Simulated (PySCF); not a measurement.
**ZrCl: frontier orbitals**

PBE0 at R = 2.333 Å; basis Zr def2-TZVPPD with ECP28, Cl def2-TZVPPD; scalar-relativistic core potentials; PySCF 2.14. State: quartet, unpaired electrons σ ↑, π ↑, δ ↑, a mixture of terms (⟨Lz²⟩ = 4.9), a second solution, started from another occupation. Only the outer orbitals are listed, counted within each symmetry, core potentials removing the inner ones.

| spin | orbital | occ. | ε (eV) | on Zr (%) | main shells (%) |
| --- | --- | --- | --- | --- | --- |
| α | 6σ | 1 | -21.67 | 5 | 94 Cl s |
| α | 7σ | 1 | -9.75 | 17 | 81 Cl p, 10 Zr d |
| α | 3π | 1 | -9.09 | 13 | 87 Cl p, 11 Zr d |
| α | 3π | 1 | -8.98 | 10 | 90 Cl p |
| α | 1δ | 1 | -5.40 | 100 | 65 Zr d, 34 Zr s |
| α | 8σ | 1 | -5.09 | 101 | 51 Zr d, 46 Zr s |
| α | 4π | 1 | -4.58 | 90 | 82 Zr d, 9 Cl p |
| α | 1δ | 0 | -2.13 | 100 | 100 Zr d |
| α | 4π | 0 | -2.07 | 94 | 77 Zr d, 18 Zr p |
| α | 9σ | 0 | -1.71 | 93 | 48 Zr d, 39 Zr p |
| β | 2π | 1 | -33.16 | 100 | 100 Zr p |
| β | 6σ | 1 | -21.64 | 5 | 95 Cl s |
| β | 7σ | 1 | -9.63 | 14 | 84 Cl p, 9 Zr d |
| β | 3π | 1 | -8.97 | 8 | 92 Cl p |
| β | 3π | 1 | -8.83 | 7 | 93 Cl p |
| β | 8σ | 0 | -1.99 | 109 | 98 Zr s, 12 Zr d |
| β | 4π | 0 | -0.99 | 93 | 88 Zr d |
| β | 1δ | 0 | -0.99 | 99 | 99 Zr d |

Q: Which are the highest filled and the lowest empty level, where do they sit, and how wide is the gap?

A: Highest filled α 4π at -4.58 eV (in %: 82 Zr d, 9 Cl p); lowest empty α 1δ at -2.13 eV (in %: 100 Zr d); the gap at PBE0 is 2.45 eV.

```json
{
 "bond order (Mayer)": "1.15",
 "⟨S²⟩": "3.754",
 "charge on Zr (Mulliken, basis-dependent)": "0.33",
 "charge on Zr (Löwdin, basis-dependent)": "0.04",
 "dipole moment (positive dipole means Zr(−)Cl(+))": "-3.19 D"
}
```

Shares are Mulliken populations and can fall outside 0 to 100 %.

Spin–orbit coupling is left out.
